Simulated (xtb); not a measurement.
xtb input (GFN2-xTB):

```bash
xtb mol.xyz --gfn 2 --sp --chrg 0 --uhf 0
```
mol.xyz:
```
3

Se    -0.00483803    -0.00060100     0.68657595
Cl     1.11237023     1.27416554    -0.67765679
Cl    -1.10269418    -1.27296353    -0.69549512
```

Output:

```
           -------------------------------------------------
          |                Calculation Setup                |
           -------------------------------------------------

           -------------------------------------------------
          |                 G F N 2 - x T B                 |
           -------------------------------------------------

        Reference                      10.1021/acs.jctc.8b01176
      * Hamiltonian:
        H0-scaling (s, p, d)           1.850000    2.230000    2.230000
        zeta-weighting                 0.500000
      * Dispersion:
        s8                             2.700000
        a1                             0.520000
        a2                             5.000000
        s9                             5.000000
      * Repulsion:
        kExp                           1.500000    1.000000
        rExp                           1.000000
      * Coulomb:
        alpha                          2.000000
        third order                    shell-resolved
        anisotropic                    true
        a3                             3.000000
        a5                             4.000000
        cn-shift                       1.200000
        cn-exp                         4.000000
        max-rad                        5.000000

          ...................................................
          :                      SETUP                      :
          :.................................................:
          :  # basis functions                  30          :
          :  # atomic orbitals                  27          :
          :  # shells                            9          :
          :  # electrons                        20          :
          :  max. iterations                   250          :
          :  Hamiltonian                  GFN2-xTB          :
          :  restarted?                      false          :
          :  GBSA solvation                  false          :
          :  PC potential                    false          :
          :  electronic temp.          300.0000000     K    :
          :  accuracy                    1.0000000          :
          :  -> integral cutoff          0.2500000E+02      :
          :  -> integral neglect         0.1000000E-07      :
          :  -> SCF convergence          0.1000000E-05 Eh   :
          :  -> wf. convergence          0.1000000E-03 e    :
          :  Broyden damping             0.4000000          :
          :  net charge                          0          :
          :  unpaired electrons                  0          :
          ...................................................

 iter      E             dE          RMSdq      gap      omega  full diag
   1    -12.3216340 -0.123216E+02  0.747E+00    2.81       0.0  T
   2    -12.3231964 -0.156247E-02  0.363E+00    2.78       1.0  T
   3    -12.3232766 -0.801976E-04  0.831E-01    2.74       1.0  T
   4    -12.3232903 -0.136775E-04  0.162E-01    2.72       1.0  T
   5    -12.3232936 -0.330908E-05  0.464E-02    2.73       1.2  T
   6    -12.3232946 -0.983769E-06  0.391E-02    2.73       1.5  T
   7    -12.3232963 -0.169202E-05  0.199E-02    2.73       2.9  T
   8    -12.3232963 -0.344869E-07  0.177E-02    2.73       3.3  T
   9    -12.3232964 -0.111987E-06  0.690E-04    2.73      83.7  T
  10    -12.3232964 -0.144288E-09  0.522E-04    2.73     110.7  T

   *** convergence criteria satisfied after 10 iterations ***

         #    Occupation            Energy/Eh            Energy/eV
      -------------------------------------------------------------
         1        2.0000           -1.0814758             -29.4285
       ...           ...                  ...                  ...
         4        2.0000           -0.5215910             -14.1932
         5        2.0000           -0.5041073             -13.7175
         6        2.0000           -0.4831108             -13.1461
         7        2.0000           -0.4645623             -12.6414
         8        2.0000           -0.4633014             -12.6071
         9        2.0000           -0.4581481             -12.4668
        10        2.0000           -0.3963566             -10.7854 (HOMO)
        11                         -0.2961095              -8.0576 (LUMO)
        12                         -0.2901326              -7.8949
        13                         -0.0158626              -0.4316
        14                         -0.0153090              -0.4166
        15                         -0.0142561              -0.3879
       ...                                ...                  ...
        27                          0.7870292              21.4162
      -------------------------------------------------------------
                  HL-Gap            0.1002470 Eh            2.7279 eV
             Fermi-level           -0.3462331 Eh           -9.4215 eV

 SCC (total)                   0 d,  0 h,  0 min,  0.008 sec
 SCC setup                      ...        0 min,  0.000 sec (  2.691%)
 Dispersion                     ...        0 min,  0.000 sec (  0.676%)
 classical contributions        ...        0 min,  0.000 sec (  0.896%)
 integral evaluation            ...        0 min,  0.001 sec ( 18.484%)
 iterations                     ...        0 min,  0.004 sec ( 52.154%)
 molecular gradient             ...        0 min,  0.002 sec ( 20.947%)
 printout                       ...        0 min,  0.000 sec (  3.821%)

         :::::::::::::::::::::::::::::::::::::::::::::::::::::
         ::                     SUMMARY                     ::
         :::::::::::::::::::::::::::::::::::::::::::::::::::::
         :: total energy             -12.321203788089 Eh    ::
         :: gradient norm              0.019137926180 Eh/a0 ::
         :: HOMO-LUMO gap              2.727861063229 eV    ::
         ::.................................................::
         :: SCC energy               -12.323296386723 Eh    ::
         :: -> isotropic ES            0.002154186715 Eh    ::
         :: -> anisotropic ES         -0.000031479647 Eh    ::
         :: -> anisotropic XC          0.001381032604 Eh    ::
         :: -> dispersion             -0.002500680767 Eh    ::
         :: repulsion energy           0.002092598635 Eh    ::
         :: add. restraining           0.000000000000 Eh    ::
         :: total charge               0.000000000000 e     ::
         :::::::::::::::::::::::::::::::::::::::::::::::::::::

           -------------------------------------------------
          |                Property Printout                |
           -------------------------------------------------

    * Orbital Energies and Occupations

         #    Occupation            Energy/Eh            Energy/eV
      -------------------------------------------------------------
         1        2.0000           -1.0814758             -29.4285
         2        2.0000           -1.0804523             -29.4006
         3        2.0000           -0.7703777             -20.9630
         4        2.0000           -0.5215910             -14.1932
         5        2.0000           -0.5041073             -13.7175
         6        2.0000           -0.4831108             -13.1461
         7        2.0000           -0.4645623             -12.6414
         8        2.0000           -0.4633014             -12.6071
         9        2.0000           -0.4581481             -12.4668
        10        2.0000           -0.3963566             -10.7854 (HOMO)
        11                         -0.2961095              -8.0576 (LUMO)
        12                         -0.2901326              -7.8949
        13                         -0.0158626              -0.4316
        14                         -0.0153090              -0.4166
Note: The following floating-point exceptions are signalling: IEEE_UNDERFLOW_FLAG IEEE_DENORMAL
normal termination of xtb
        15                         -0.0142561              -0.3879
        16                         -0.0132569              -0.3607
        17                         -0.0113185              -0.3080
        18                         -0.0110788              -0.3015
        19                         -0.0109505              -0.2980
        20                         -0.0101946              -0.2774
        21                          0.0066656               0.1814
       ...                                ...                  ...
        27                          0.7870292              21.4162
      -------------------------------------------------------------
                  HL-Gap            0.1002470 Eh            2.7279 eV
             Fermi-level           -0.3462331 Eh           -9.4215 eV

     #   Z          covCN         q      C6AA      α(0)
     1  34 Se       1.770     0.091   232.602    26.577
     2  17 Cl       0.886    -0.045   100.546    15.340
     3  17 Cl       0.886    -0.045   100.546    15.340

 Mol. C6AA /au·bohr⁶  :       1242.328214
 Mol. C8AA /au·bohr⁸  :      66433.247236
 Mol. α(0) /au        :         57.257319

Wiberg/Mayer (AO) data.
largest (>0.10) Wiberg bond orders for each atom

 ---------------------------------------------------------------------------
     #   Z sym  total        # sym  WBO       # sym  WBO       # sym  WBO
 ---------------------------------------------------------------------------
     1  34 Se   2.563 --     3 Cl   1.282     2 Cl   1.282
     2  17 Cl   1.347 --     1 Se   1.282
     3  17 Cl   1.347 --     1 Se   1.282
 ---------------------------------------------------------------------------

Topologies differ in total number of bonds
Writing topology from bond orders to xtbtopo.mol

molecular dipole:
                 x           y           z       tot (Debye)
 q only:       -0.002      -0.000       0.235
   full:       -0.000      -0.000       0.034       0.087
molecular quadrupole (traceless):
                xx          xy          yy          xz          yz          zz
 q only:       -0.135      -0.685      -0.326      -0.005      -0.006       0.461
  q+dip:       -0.042      -0.253      -0.113      -0.002      -0.002       0.155
   full:       -0.484       0.730      -0.280      -0.008       0.004       0.764

           -------------------------------------------------
          | TOTAL ENERGY              -12.321203788089 Eh   |
          | GRADIENT NORM               0.019137926180 Eh/α |
          | HOMO-LUMO GAP               2.727861063229 eV   |
           -------------------------------------------------

------------------------------------------------------------------------
------------------------------------------------------------------------
 total:
 SCF:
```
